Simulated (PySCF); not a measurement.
PySCF input file for H2O4P, SMILES [O]P(=O)(O)O (connectivity only; charge and spin as stated), charge -1, multiplicity 1, PBE/pcSseg-1. Geometry optimised at B3LYP-D3(BJ)/def2-SVPD. The spin state was assumed, not searched. The isomer is the one that the SMILES or the coordinates give; other isomers of the formula were not compared. One conformer was computed; it need not be the lowest.

```python
import numpy as np
from pyscf import gto, scf, dft
from pyscf.prop.nmr import rks as nmr

mol = gto.M(
    atom='''
    O     1.01951853    0.88289912   -0.85804556
    P    -0.00000001   -0.00000000   -0.17411318
    O    -1.01951860   -0.88289914   -0.85804546
    O     0.83554702   -0.99279033    0.89989461
    O    -0.83554693    0.99279034    0.89989467
    H     0.31365005   -1.80096528    0.97105584
    H    -0.31364996    1.80096529    0.97105584
    ''',
    basis='pcSseg-1',
    charge=-1,
    spin=0,
    max_memory=1600,
    verbose=3,
)
mf = dft.RKS(mol, xc='pbe')
mf.grids.level = 3
mf.conv_tol = 1e-10
mf.max_cycle = 100
mf.kernel()
n = nmr.NMR(mf)
n.verbose = 2
n.max_cycle_cphf = 60
sigma = n.kernel()
print('atom   isotropic/ppm   span/ppm')
for i, s in enumerate(sigma):
    w = np.linalg.eigvalsh((s + s.T) / 2)
    print(f'{mol.atom_symbol(i):2s}{i + 1:3d} {w.mean():14.3f} {w[2] - w[0]:11.3f}')
```

Log of the run:

```
converged SCF energy = -643.12264681927
atom   isotropic/ppm   span/ppm
O   1        176.751     125.370
P   2        292.199     297.098
O   3        176.751     125.370
O   4        201.955     167.721
O   5        201.955     167.721
H   6         30.147      15.776
H   7         30.147      15.776
```

The run converged.

Cost: around 6 core-seconds (rough).
